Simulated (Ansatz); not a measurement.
The same path of C$_{2}$H$_{2}$ClSi (6 atoms, charge 1, multiplicity 1) was run twice with different band settings.

Theory: RKS B3LYP-D4/def2-SVP (Ansatz 0.2.0).

Relaxed end points:

```xyz
6
Properties=species:S:1:pos:R:3
C -0.237 1.229 -0.034
C 0.035 -0.042 -0.069
Si 0.066 -1.700 0.727
Cl 0.831 -3.080 -0.530
H -0.677 1.750 0.834
H -0.018 1.843 -0.928
```

```xyz
6
Properties=species:S:1:pos:R:3
C -0.272 1.221 0.062
C -0.018 -0.055 0.075
Si 0.613 -1.568 -0.760
Cl 0.467 -3.169 0.459
H -0.715 1.687 0.963
H -0.075 1.884 -0.799
```

Common settings: spring 5.0 eV/Å²; optimiser quadratic models (default); start path through a guess of the saddle point; force threshold 0.03 eV/Å; iteration limit 60; end points relaxed.

| run | movable images | climbing image |
| --- | --- | --- |
| 1 | 5 | yes |
| 2 | 6 | no |

Problem. What does each run give, and how far can it be trusted?

Solution. Run 1: converged after 25 iterations, highest image 0.955 eV above the first end. A vibrational analysis at the climbing image gives one clearly imaginary mode, 333i cm⁻¹: a first-order saddle point.
Run 2: converged after 29 iterations, highest image 0.842 eV above the first end. No image climbed, so the highest image needn't sit at the top of the path.
